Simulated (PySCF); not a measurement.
**ZrN(OH): from structure and modes to constants**

Level of theory: PBE0 in PySCF with Zr def2-TZVP with ECP28, N def2-TZVP, O def2-TZVP, H def2-TZVP; scalar-relativistic core potentials, no spin–orbit coupling; density-fitted integrals.

The singlet minimum has Cs symmetry. Masses (u): Zr 89.90470, N 14.00307, O 15.99492, H 1.00782.

```xyz
4
charge 0 multiplicity 1, angstrom
Zr   -0.2880    0.0703    0.0000
N     0.0005   -1.6097    0.0000
O     1.4720    0.9834    0.0000
H     2.3022    0.5048    0.0000
```

Harmonic wavenumbers (cm⁻¹): 232.5 (a', ×1), 585.7 (a'', ×1), 598.9 (a', ×1), 645.5 (a', ×1), 1031.0 (a', ×1), 3918.2 (a', ×1).

Problem. What is the harmonic zero-point energy?

Solution. Half the sum of all 6 wavenumbers, 7012/2 = 3506 cm⁻¹, which is 41.9 kJ/mol (1 cm⁻¹ = 0.0119627 kJ/mol).

Problem. Find the vibrational entropy and heat capacity at 298.15 K.

Solution. With u = 1.43878 ω/T, each mode gives S = R[u/(eᵘ−1) − ln(1−e⁻ᵘ)] and C = R u² eᵘ/(eᵘ−1)².
```tsv
ω (cm⁻¹)	u	S (J/(mol K))	C (J/(mol K))
232.5	1.122	7.78	7.49
585.7	2.826	1.99	4.44
598.9	2.890	1.89	4.33
645.5	3.115	1.58	3.92
1031.0	4.975	0.35	1.44
3918.2	18.908	0.00	0.00
```
The sums over all modes are S = 13.6 and C = 21.6 J/(mol K); the softest mode gives 57 % of the entropy.

Problem. Give the standard entropy (298.15 K, 1 bar) by its translational, rotational, vibrational and spin parts, and Cp.

Solution. Sackur–Tetrode with M = 120.91 u gives 168.7; rotation with symmetry number 1 gives 99.2; vibration 13.6; spin R ln 1 = 0.0. The total is 281.5 J/(mol K), and Cp = 4 R + 21.6 = 54.9 J/(mol K).

Only a few start shapes were tried, so a lower isomer may exist.
